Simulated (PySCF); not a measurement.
C₃H₇BO, SMILES C=CB(C)O.

Geometry: B3LYP-D3(BJ)/def2-SVP. The values are those of a single conformer.

Method: PBE/def2-TZVP (PySCF).

Symmetry labels are those of the subgroup Cs that the program uses (full group Cs).

Computed valence orbital energies around the gap with their symmetry:
```json
[
 {"orbital": "HOMO−7", "symmetry": "A'", "energy (eV)": "-10.35"},
 {"orbital": "HOMO−6", "symmetry": "A'", "energy (eV)": "-10.18"},
 {"orbital": "HOMO−5", "symmetry": "A\"", "energy (eV)": "-9.78"},
 {"orbital": "HOMO−4", "symmetry": "A'", "energy (eV)": "-9.04"},
 {"orbital": "HOMO−3", "symmetry": "A\"", "energy (eV)": "-8.43"},
 {"orbital": "HOMO−2", "symmetry": "A'", "energy (eV)": "-7.98"},
 {"orbital": "HOMO−1", "symmetry": "A'", "energy (eV)": "-7.03"},
 {"orbital": "HOMO", "symmetry": "A\"", "energy (eV)": "-6.60"},
 {"orbital": "LUMO", "symmetry": "A\"", "energy (eV)": "-1.87"},
 {"orbital": "LUMO+1", "symmetry": "A'", "energy (eV)": "-0.04"},
 {"orbital": "LUMO+2", "symmetry": "A\"", "energy (eV)": "1.03"},
 {"orbital": "LUMO+3", "symmetry": "A'", "energy (eV)": "1.14"}
]
```
